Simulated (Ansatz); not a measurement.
Geometry optimisation, RKS BLYP-D4/6-31G* in Ansatz 0.2.0.

Input:

```yaml
crystal:
  periodic: [false, false, false]
  atoms:
    - { symbol: O, position_ang: [-2.3343, 1.1042, -0.2864] }
    - { symbol: C, position_ang: [-1.0293, 0.8937, 0.0622] }
    - { symbol: Cl, position_ang: [-0.1234, 2.2708, -0.6034] }
    - { symbol: Si, position_ang: [-0.1981, -0.6823, -0.5367] }
    - { symbol: Si, position_ang: [1.7267, -0.9956, 0.5592] }
    - { symbol: H, position_ang: [-2.3738, 2.0558, -0.693] }
    - { symbol: H, position_ang: [-0.9448, 0.967, 1.1574] }
    - { symbol: H, position_ang: [-1.1198, -1.835, -0.2241] }
    - { symbol: H, position_ang: [-0.0567, -0.6801, -1.9696] }
    - { symbol: H, position_ang: [1.4942, -0.9602, 2.0694] }
    - { symbol: H, position_ang: [2.6769, 0.0938, 0.2609] }
    - { symbol: H, position_ang: [2.3593, -2.2874, 0.2381] }
basis:
  gaussian: { orbitals: "6-31G*" }
hamiltonian:
  xc: blyp
  dispersion: d4
relax:
  f_tol: 0.015
  max_steps: 40
output:
  orbitals: {}
```

Launched with:

```bash
$ ansatz run input.yaml --threads 2 --pin off --max-ram 3072MiB --backend cpu --events-out ev --progress --plain --runs-dir out
```

Question: Where does it end, and by what steps?

Answer: The forces met the threshold. After 13 steps the energy has fallen by 0.688 eV; H6 moved furthest, 0.52 Å.

| step | energy less start (eV) | largest force component (eV/Å) | accepted |
| --- | --- | --- | --- |
| 0 | 0.0000 | 2.352 | yes |
| 1 | -0.4518 | 0.819 | yes |
| 2 | -0.5461 | 0.482 | yes |
| 3 | -0.5717 | 1.695 | yes |
| 4 | -0.6181 | 0.614 | yes |
| 5 | -0.6638 | 0.487 | yes |
| 6 | -0.6784 | 0.129 | yes |
| 7 | -0.6829 | 0.081 | yes |
| 8 | -0.6849 | 0.061 | yes |
| 9 | -0.6861 | 0.067 | yes |
| 10 | -0.6868 | 0.074 | yes |
| 11 | -0.6873 | 0.052 | yes |
| 12 | -0.6877 | 0.029 | yes |
| 13 | -0.6879 | 0.013 | yes |

```xyz
12
Properties=species:S:1:pos:R:3
O -2.237 1.133 -0.718
C -1.076 0.926 0.015
Cl 0.201 2.339 -0.276
Si -0.228 -0.710 -0.558
Si 1.820 -0.989 0.575
H -2.726 1.898 -0.338
H -1.227 0.998 1.105
H -1.177 -1.829 -0.239
H -0.062 -0.631 -2.040
H 1.632 -0.684 2.030
H 2.881 -0.094 0.024
H 2.276 -2.412 0.454
```

Run time: 43 s on 2 threads of Arm Neoverse V1, with other jobs on the host, peak memory 0.15 GiB.
